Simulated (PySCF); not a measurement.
Species: CH₆B₂O₂.
Bonds: B1–O2, O2–B3, B3–O4, O4–C5. Hydrogens: H6, H7 on B1; H8 on B3; H9, H10, H11 on C5.

Method: PBE0-D3(BJ)/def2-SVP geometry optimisation, gas phase (PySCF); density fitting, grid level 1; the optimiser is geomeTRIC in internal coordinates, started from a GFN2-xTB structure with every atom displaced at random (about 0.01 Å).

Step 0: E = -6571.6667 eV
```
atom  x, y, z in Å  |  force x, y, z in eV/Å
B1      2.0302   -0.3976    0.2166   -0.666   0.958  -0.124
O2      1.0502    0.3062   -0.3490    0.558  -0.557   0.323
B3      0.0042    0.9514   -0.8728    1.555   0.598  -0.528
O4     -1.2260    0.6892   -0.5414   -2.723  -1.004   0.881
C5     -1.6408   -0.3206    0.3703    0.630   1.021   0.485
H6      2.4828    0.0157    1.2225    0.390   0.216   0.768
H7      2.4068   -1.3674   -0.2985    0.417  -1.128  -0.580
H8      0.1973    1.8207   -1.6523    0.119   0.440  -0.442
H9     -0.8315   -0.5519    1.0951   -0.233  -0.066  -0.219
H10    -2.5047    0.0507    0.9478    0.074   0.007  -0.189
H11    -1.9302   -1.2224   -0.1540   -0.121  -0.484  -0.376
```

**Question.** Estimate the geometry and energy of step 1. (The exact step hangs on the optimiser's Hessian estimate; all steps are aligned on step 0, rigid shifts and turns removed.)

**Answer.** E = -6571.7839 eV, largest force 1.314 eV/Å
```
atom  x, y, z in Å  |  force x, y, z in eV/Å
B1      2.0314   -0.3771    0.2314    0.201  -0.298   0.043
O2      1.0196    0.2844   -0.3202   -0.049   0.113  -0.046
B3      0.0010    0.9594   -0.8878   -0.989  -0.246   0.191
O4     -1.3057    0.6566   -0.5827    1.180   0.477  -0.328
C5     -1.6366   -0.3068    0.3740   -0.350  -0.352  -0.156
H6      2.4768    0.0027    1.2957   -0.002   0.010  -0.070
H7      2.4634   -1.3691   -0.3352   -0.047   0.185   0.094
H8      0.2231    1.8409   -1.6749   -0.044   0.020  -0.035
H9     -0.7904   -0.5708    1.0203    0.077  -0.029   0.115
H10    -2.4553    0.0817    0.9977   -0.012  -0.035   0.020
H11    -1.9892   -1.2277   -0.1340    0.036   0.155   0.171
```

The energy changes by -0.1172 eV. The first-order estimate −F·Δx gives -0.3856 eV and the mean of the old and new forces, exact on a quadratic surface, -0.1284 eV. The step makes an angle of 65° with the force vector and moves no atom by more than 0.096 Å.

What follows is the cost of the whole optimisation. Time: 21 s of wall time; peak memory 0.41 GiB. Hardware: one thread, Intel Xeon 6975P-C (x86_64), shared host with 192 logical CPUs at a one-minute load of 51.
